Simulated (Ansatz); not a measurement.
Consider the ligand exchange at the Si–O bond: `BO[SiH3]` + `OB1N[SiH2]1` → `[SiH3]OB1N[SiH2]1` + `BO`.

Isolated molecules relaxed with PBE0-D4/def2-TZVP in Ansatz; ΔE leaves out vibrations. CCSD(T)/CBS is the MP2 limit (def2-TZVPP, def2-QZVPP) plus CCSD(T) − MP2 in def2-TZVPP, frozen cores. This one scheme is used for every species. One conformer a species, not always the lowest.

| species | CCSD(T)/CBS(def2) energy (Eh) |
| --- | --- |
| `BO[SiH3]` | -392.11480 |
| `OB1N[SiH2]1` | -446.20480 |
| `[SiH3]OB1N[SiH2]1` | -736.52181 |
| `BO` | -101.80414 |

Question: Work out ΔE.

Answer: ΔE = (-736.52181) + (-101.80414) − (-392.11480) − (-446.20480) = -0.00635 Eh = -16.7 kJ/mol.

Largest T1 diagnostic among the species: 0.014.

In def2-TZVPP, CCSD(T) changes the Hartree–Fock value by −3.7 kJ/mol (the triples alone add −0.9 kJ/mol) and MP2 by −3.6 kJ/mol.
